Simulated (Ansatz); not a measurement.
C2H9GaN (SMILES [CH3][Ga]([CH3])<-[NH3]), doublet, at a GFN2-xTB geometry (such geometries of metal compounds can be far from the true shape) (the spin is typed, not shown lowest); CAM-B3LYP/6-31G in Ansatz (a program for electronic structure).

Here is a job for Ansatz.
Ansatz 0.2 input:
```yaml
crystal:
  periodic: [false, false, false]
  atoms:
    - {symbol: Ga, position_ang: [0.35565171, 0.12567504, 0.45849011]}
    - {symbol: C, position_ang: [1.05725161, 1.02823073, -1.36726847]}
    - {symbol: H, position_ang: [1.88170245, 0.47457811, -1.82071374]}
    - {symbol: H, position_ang: [1.40219734, 2.04652231, -1.17838924]}
    - {symbol: H, position_ang: [0.23567631, 1.07971697, -2.08591315]}
    - {symbol: C, position_ang: [-1.70779912, 0.52504554, 0.93187866]}
    - {symbol: H, position_ang: [-2.19629358, -0.32323370, 1.41539074]}
    - {symbol: H, position_ang: [-2.24749798, 0.75945946, 0.01096043]}
    - {symbol: H, position_ang: [-1.79289149, 1.38537280, 1.59821234]}
    - {symbol: N, position_ang: [-0.39654347, -1.79393875, -0.88360141]}
    - {symbol: H, position_ang: [-1.12887412, -1.35294866, -1.43124050]}
    - {symbol: H, position_ang: [-0.80548007, -2.58436714, -0.39589015]}
    - {symbol: H, position_ang: [0.30534776, -2.14311248, -1.52806115]}
basis:
  gaussian:
    orbitals: 6-31G
hamiltonian:
  xc: cam_b3lyp
magnetization: {spin_polarized: true, initial_magnetization: 1}
```

Problem. Write the output that Ansatz gives for this input, abridged.

Solution. 
```
Functional definition: CAM-B3LYP
924 factors; integrals over basis functions are off by at most 2.2e-4 eV
347 factors; integrals over basis functions are off by at most 6.0e-6 eV
mean field evaluation 1: about -56069.6923 eV, gradient 4.5e1 eV
mean field evaluation 2: about -56069.5276 eV, gradient 4.5e1 eV
mean field evaluation 4: about -56078.8863 eV, gradient 1.6e0 eV
mean field evaluation 8: about -56079.0298 eV, gradient 1.4e-1 eV
mean field evaluation 16: about -56079.0301 eV, gradient 2.4e-4 eV
mean field -56079.03010958 eV, -2060.8663447951 hartree, gradient 5.6e-5 eV, S^2 0.752699; 0 other end points of the search recorded, 0 dependent functions left out
reference -56079.03023716 eV, -2060.8663494838 hartree; 30, 29 occupied and 44, 45 virtual orbitals, 924 factors
Total energy: -56079.03023716 eV, -2060.8663494838 hartree
```
